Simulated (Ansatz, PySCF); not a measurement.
Pulling on the Al1–H2 bond in AlH3O2 (SMILES [OH][AlH][OH]) (multiplicity 1 held, fragments rigid). Energies count from the point at 1.565 Å.
Geometry at that point (charge 0, multiplicity 1):
```
atom    x (Å)    y (Å)    z (Å)
----  -------  -------  -------
Al    -0.3508  -0.2253  -0.1869
H     -1.5469  -1.0138  -0.8163
O     -0.1288   1.3919  -0.6342
H      0.5760   1.9477  -0.2982
O      0.7340  -0.9151   0.9228
H      0.6904  -1.8192   1.2355
```

Unrestricted levels (U-) break spin symmetry where that is lower. Active spaces are followed from a long bond inwards. Levels need not reach the same state.

Frozen-core correlation. Rows in 3-21G, 6-31G* carry no dispersion term and start afresh at each structure (6-31G* with six Cartesian d functions). MP2/6-31G* freezes PySCF's default core.

Codes used: Ansatz (a first-principles code); PySCF for 3-21G rows, 6-31G* rows. Values without a source in brackets are computed.

Other levels give for the energy at R = 5.007 Å: U-PBE/cc-pV(T+d)Z 83.42; U-B3LYP/cc-pV(T+d)Z 88.39; U-wB97X-V/cc-pV(T+d)Z 90.65; FIC-MRCISD+Q on CASSCF(2,2)/cc-pV(T+d)Z 88.99 kcal/mol.

Q: What do these common cheap choices give for the same quantity: R-HF/3-21G, R-HF/6-31G*, U-HF/6-31G*, R-B3LYP/6-31G*, R-MP2/6-31G*?

A: R-HF/3-21G 171.15; R-HF/6-31G* 168.45; U-HF/6-31G* 70.16; R-B3LYP/6-31G* 124.90; R-MP2/6-31G* 112.62 kcal/mol. They span 70.16 to 171.15 kcal/mol.

Doubts at one or more of the structures used: a restricted determinant that unrestricted orbitals would lower (R-HF/3-21G, R-HF/6-31G*, R-B3LYP/6-31G*, R-MP2/6-31G*); a spin-contaminated determinant (U-HF/6-31G*, U-PBE/cc-pV(T+d)Z, U-B3LYP/cc-pV(T+d)Z, U-wB97X-V/cc-pV(T+d)Z).
